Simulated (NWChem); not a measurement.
System: CH4BCl; SMILES CBCl

The following NWChem deck was run.

```
start job
memory heap 200 mb stack 900 mb global 1100 mb
geometry units angstroms noautoz
  B     -0.595909     0.437833     0.001715
  H     -1.802452     0.481474     0.002786
  Cl     0.107839    -1.170148     0.000349
  C      0.283635     1.718944     0.001938
  H      0.014425     2.337972     0.876459
  H      0.020193     2.335336    -0.876166
  H      1.366967     1.538920     0.005829
end
basis spherical
  B library def2-svp
  H library def2-svp
  Cl library def2-svp
  C library def2-svp
end
dft
  xc xwpbe 1.00 cpbe96 1.0 hfexch 1.00
  cam 0.6 cam_alpha 0.0 cam_beta 1.0
  iterations 150
  vectors input atomic output neutral.movecs
end
task dft energy
charge 1
dft
  odft
  mult 2
  vectors input atomic output cation.movecs
end
task dft energy
```

Output (shortened):

```
             Northwest Computational Chemistry Package (NWChem) 7.3.0
             --------------------------------------------------------

 C1  symmetry detected

                             Geometry "geometry" -> ""
                             -------------------------

 Output coordinates in angstroms (scale by  1.889725989 to convert to a.u.)

  No.       Tag          Charge          X              Y              Z
 ---- ---------------- ---------- -------------- -------------- --------------
    1 B                    5.0000    -0.60033261     0.46011780    -0.00002873
    2 H                    1.0000    -1.80683667     0.50483423     0.00025310
    3 Cl                  17.0000     0.10198279    -1.14849001    -0.00001034
    4 C                    6.0000     0.28035246     1.74044467     0.00000289
    5 H                    1.0000     0.01114123     2.36022330     0.87399170
    6 H                    1.0000     0.01801529     2.35655775    -0.87862746
    7 H                    1.0000     1.36352092     1.55945797     0.00468471

 Effective nuclear repulsion energy (a.u.)      83.2191097207

  pbe96 is a nonlocal functional; adding pw91lda local functional.

                                 NWChem DFT Module
                                 -----------------

 Summary of "ao basis" -> "ao basis" (spherical)
 ------------------------------------------------------------------------------
       Tag                 Description            Shells   Functions and Types
 ---------------- ------------------------------  ------  ---------------------
 B                          def2-svp                 6       14   3s2p1d
 H                          def2-svp                 3        5   2s1p
 Cl                         def2-svp                 8       18   4s3p1d
 C                          def2-svp                 6       14   3s2p1d

            General Information
            -------------------
          SCF calculation type: DFT
          Wavefunction type:  closed shell.
          No. of atoms     :     7
          No. of electrons :    32
           Alpha electrons :    16
            Beta electrons :    16
          Charge           :     0
          Spin multiplicity:     1
          Use of symmetry is: off; symmetry adaption is: off
          Maximum number of iterations: 150
          AO basis - number of functions:    66
                     number of shells:    32
          Convergence on energy requested:  1.00D-06
          Convergence on density requested:  1.00D-05
          Convergence on gradient requested:  5.00D-04

              XC Information
              --------------
                     Hartree-Fock (Exact) Exchange  1.000
                     LC-wPBE(h)Exchange Functional  1.000
            Perdew 1991 LDA Correlation Functional  1.000 local
           PerdewBurkeErnz. Correlation Functional  1.000 non-local

           Range-Separation Parameters
           ---------------------------
           Alpha           :  0.00
           Beta            :  1.00
           Gamma           :  0.60
           Short-Range HF  :     F

             Grid Information
             ----------------
          Grid used for XC integration:  medium
          Radial quadrature: Mura-Knowles
          Angular quadrature: Lebedev.
          Tag              B.-S. Rad. Rad. Pts. Rad. Cut. Ang. Pts.
          ---              ---------- --------- --------- ---------
          B                   0.85       49           8.0       434
          H                   0.35       45          10.0       434
          Cl                  1.00       88          10.0       590
          C                   0.70       49           8.0       434
          Grid pruning is: on
          Number of quadrature shells:   366
          Spatial weights used:  Erf1

      Superposition of Atomic Density Guess
      -------------------------------------

 Sum of atomic energies:        -523.44944043

      Non-variational initial energy
      ------------------------------

 Total energy =    -524.770586
 1-e energy   =    -884.468860
 2-e energy   =     276.479164
 HOMO         =      -0.357383
 LUMO         =       0.005206

   convergence    iter        energy       DeltaE   RMS-Dens  Diis-err
 ---------------- ----- ----------------- --------- --------- ---------
 d= 0,ls=0.0,diis     1   -525.2110183976 -6.08D+02  7.28D-03  3.15D-01
 d= 0,ls=0.0,diis     2   -525.2439338993 -3.29D-02  2.54D-03  2.44D-02
 d= 0,ls=0.0,diis     3   -525.2474909515 -3.56D-03  7.36D-04  3.06D-03
 d= 0,ls=0.0,diis     4   -525.2479990243 -5.08D-04  2.55D-04  6.72D-05
 d= 0,ls=0.0,diis     5   -525.2480209189 -2.19D-05  3.74D-05  3.75D-06
 d= 0,ls=0.0,diis     6   -525.2480216447 -7.26D-07  1.82D-05  2.99D-07
 d= 0,ls=0.0,diis     7   -525.2480217391 -9.44D-08  3.70D-06  1.78D-08

         Total DFT energy =     -525.248021739126
      One electron energy =     -887.078476280863
           Coulomb energy =      317.667991912270
    Exchange-Corr. energy =      -39.056647091251
 Nuclear repulsion energy =       83.219109720719

 Numeric. integr. density =       32.000006576056

                       DFT Final Molecular Orbital Analysis
                       ------------------------------------

 Vector   14  Occ=2.000000D+00  E=-5.082905D-01
              MO Center= -1.7D-01,  4.7D-01,  1.4D-03, r^2= 3.4D+00
   Bfn.  Coefficient  Atom+Function         Bfn.  Coefficient  Atom+Function
  ----- ------------  ---------------      ----- ------------  ---------------
    31      0.333367  3 Cl py                28      0.289418  3 Cl py
    15     -0.219492  2 H  s                 42      0.215021  4 C  py
    62     -0.208502  7 H  s                  4     -0.199585  1 B  px
     5      0.195430  1 B  py                41     -0.178631  4 C  px
    25      0.168222  3 Cl py                52      0.146206  5 H  s

[...]
```

Level: LC-wPBE (HJS exchange hole, range parameter 0.6 per bohr)/def2-SVP, vertical spin-unrestricted ions. All runs use the structure optimised with PBE0/def2-SVP.
